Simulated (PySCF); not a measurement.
Another site gives an ion 66389.04 eV lower (`O[SiH2]Br`) at the level CAM-B3LYP-D3(BJ)/def2-TZVPD (PySCF).

Excitations are Tamm–Dancoff values on a coarser integration grid.

Cartesian coordinates (Å):
SMILES: CN(C)[SiH2]O
```xyz
14

C      0.0656    -1.0898     1.1369
N     -0.2730    -0.0386     0.2047
C     -1.4332    -0.3368    -0.6067
Si     0.7480     1.2812    -0.1414
O      1.7428     1.1313    -1.4509
H     -0.7718    -1.2944     1.8123
H      0.3134    -2.0289     0.6266
H      0.9209    -0.8002     1.7464
H     -1.2759    -1.2170    -1.2412
H     -1.6726     0.5043    -1.2572
H     -2.3070    -0.5329     0.0235
H      1.5667     1.4852     1.0739
H     -0.0831     2.4421    -0.5020
H      2.4592     0.4946    -1.4249
```
Charge 0, spin multiplicity 1.

What is the computed T1 excitation (TDA), S1 excitation (TDA) and total energy (PySCF 2.14.0 with TPSSh-D3(BJ)/def2-TZVPD // CAM-B3LYP-D3(BJ)/def2-TZVPD)?


| Item | Value |
|---|---|
| T1 excitation (TDA) | 5.04 eV |
| S1 excitation (TDA) | 5.23 eV |
| total energy | -501.2940 Ha |
